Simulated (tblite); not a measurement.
C8H17N.
Geometry (GFN2-xTB, Å), atoms numbered from 1 in this order:
```
atom  x, y, z in Å
C1     3.1785    0.7077   -0.2078
C2     1.7430    0.5127   -0.6817
C3     0.9901   -0.4600    0.2229
C4    -0.5230   -0.5479   -0.0570
C5    -1.1330   -1.5654    0.9230
C6    -0.8060   -1.0173   -1.4880
N7    -1.0415    0.8069    0.0376
C8    -2.4165    1.1234    0.2916
C9    -1.3622    1.4504    1.2785
H10    3.7158   -0.2387   -0.2127
H11    3.1978    1.1049    0.8050
H12    3.7048    1.4034   -0.8571
H13    1.7528    0.1337   -1.7043
H14    1.2182    1.4683   -0.6804
H15    1.1184   -0.1364    1.2593
H16    1.4262   -1.4569    0.1306
H17   -0.9305   -1.2940    1.9566
H18   -2.2086   -1.6485    0.7854
H19   -0.6959   -2.5437    0.7417
H20   -0.2782   -1.9442   -1.6968
H21   -1.8728   -1.1858   -1.6193
H22   -0.4935   -0.2579   -2.1979
H23   -2.8283    1.9066   -0.3319
H24   -3.1246    0.3406    0.5408
H25   -1.0117    2.4707    1.3703
H26   -1.3404    0.8901    2.2069
```

Computed values, GFN2-xTB/tblite, gas phase, harmonic and unscaled. Against measured fundamentals such values can be off by several per cent, at times by over 20. One conformer, not necessarily the lowest.

Harmonic wavenumbers (cm⁻¹): 25.2, 70.1, 91.9, 156.9, 184.7, 221.5, 232.4, 251.0, 274.9, 315.5, 331.9, 374.9, 403.6, 492.0, 553.6, 712.0, 784.9, 812.1, 869.6, 900.4, 936.6, 944.1, 970.5, 986.7, 998.7, 1019.2, 1039.3, 1068.5, 1072.3, 1086.4, 1096.2, 1123.2, 1127.3, 1136.0, 1193.0, 1214.4, 1238.9, 1252.9, 1294.7, 1300.7, 1365.6, 1373.1, 1394.1, 1411.1, 1415.3, 1443.3, 1480.2, 1486.2, 1491.4, 1496.6, 1503.4, 1506.8, 1509.0, 1511.0, 1512.7, 2958.0, 2974.5, 2990.5, 3006.4, 3012.3, 3021.8, 3026.1, 3026.7, 3029.9, 3030.7, 3032.6, 3037.2, 3038.4, 3046.6, 3049.9, 3054.2, 3062.1.

A = 2268, B = 1093, C = 940.9 MHz; mass 127.136 u (most abundant isotopes); point group C1, symmetry number 1.

What is the zero-point energy?

Half the sum of the wavenumbers: 51728 cm⁻¹ = 147.90 kcal/mol.

Give the ideal-gas entropy at 400 K and 1 bar in the rigid-rotor, harmonic-oscillator model (classical rotation).

Translation 41.92, rotation 30.19, vibration 46.65: S = 118.8 cal/(mol K).

And Cp and H(400 K) − H(0)?

Cp = 57.09 cal/(mol K), of which vibrations give 49.14 (their classical limit is 72 R = 143.1); H(400 K) − H(0) = 12.81 kcal/mol without the zero-point energy, 9.63 from vibrations.

How do the functions run with temperature in this model?

| T (K) | S (cal/(mol K)) | Cp (cal/(mol K)) | H − H(0) (kcal/mol) | G − H(0) (kcal/mol) | ln q(vib) |
| --- | --- | --- | --- | --- | --- |
| 150 | 80.9 | 26.4 | 2.55 | -9.58 | 3.79 |
| 250 | 96.9 | 37.5 | 5.73 | -18.50 | 6.83 |
| 298.15 | 104.1 | 43.6 | 7.68 | -23.34 | 8.28 |
| 600 | 146.4 | 79.7 | 26.60 | -61.24 | 17.45 |
| 900 | 183.3 | 102.3 | 54.17 | -110.84 | 26.45 |

q(vib) and H(0) count from the zero-point level.

Blend soft modes into free rotors: weight 1/[1 + (100 cm⁻¹/ν̃)⁴] for the oscillator and the rest for a rotor with moment μB/(μ + B), μ = h/(8π²ν), B = 10⁻⁴⁴ kg m². What vibrational entropy results?

42.77 cal/(mol K) in place of 46.65, which changes −T·S at 400 K by +1.55 kcal/mol.

Hindered rotation and anharmonicity are outside this model. Other conformers, if any are populated, would add a mixing term that is left out. The structure is chiral; the term R ln 2 for an equal mix with its mirror image is left out.

Run on an x86-64 server with one thread, no GPU (shared host). This covers the Hessian and the dipole derivatives.
